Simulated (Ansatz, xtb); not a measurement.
## A geometry optimisation of C2H5ClSi+ with r2SCAN-D4/def2-SVP

The starting geometry of this gas-phase doublet was built from a drawn formula by distance geometry and a force field; its bonds are those of `[CH2][C@H]([SiH2+])Cl`.

```
atom    x (Å)    y (Å)    z (Å)
   C   0.4412   0.2757   0.0572
   C   0.5012   1.8291   0.0831
  Cl  -1.1784   2.3852   0.1619
  Si   1.4764   2.5694   1.4646
   H   0.9215  -0.1863  -0.7959
   H  -0.1075  -0.2536   0.7986
   H   0.8877   2.1861  -0.8186
   H   1.5111   4.0071   1.4097
   H   0.9745   2.1580   2.8043
```

**Question.** Where would you expect an optimisation with r2SCAN-D4/def2-SVP to take it?

**Answer.** It rearranges, giving a structure given below by its coordinates. Distances that change by over a tenth: C1–C2 (1.55 → 1.37 Å). Contacts that open: C2–Cl3 (1.77 → 2.75 Å). Contacts that close: Cl3–Si4 (2.96 → 2.08 Å).

The energy falls by 2.52 eV over 13 steps:

```csv
step,E − E(last) (eV)
1,2.518
2,1.739
4,0.939
5,0.509
6,0.146
8,0.046
9,0.011
10,0.001
12,0.000
13,0.000
```

Final geometry (Å):

```yaml
atoms:
  - { symbol: C, position_ang: [0.5746, 0.2408, -0.0421] }
  - { symbol: C, position_ang: [0.8456, 1.5803, -0.0762] }
  - { symbol: Cl, position_ang: [-1.2593, 3.0187, 0.9611] }
  - { symbol: Si, position_ang: [0.7411, 2.7449, 1.4513] }
  - { symbol: H, position_ang: [1.0033, -0.4323, -0.8016] }
  - { symbol: H, position_ang: [-0.0271, -0.2293, 0.7488] }
  - { symbol: H, position_ang: [1.1001, 2.0768, -1.0284] }
  - { symbol: H, position_ang: [1.5512, 3.9570, 1.2282] }
  - { symbol: H, position_ang: [0.8981, 2.0139, 2.7237] }
```

From the same start GFN2-xTB reaches the same bonding as this run.

No frequencies were run, so the end isn't proven a minimum. Open shells are spin-unrestricted. Run with Ansatz 0.2.0, 55 s on 2 threads of Intel(R) Xeon(R) 6975P-C (Granite Rapids) (shared host).
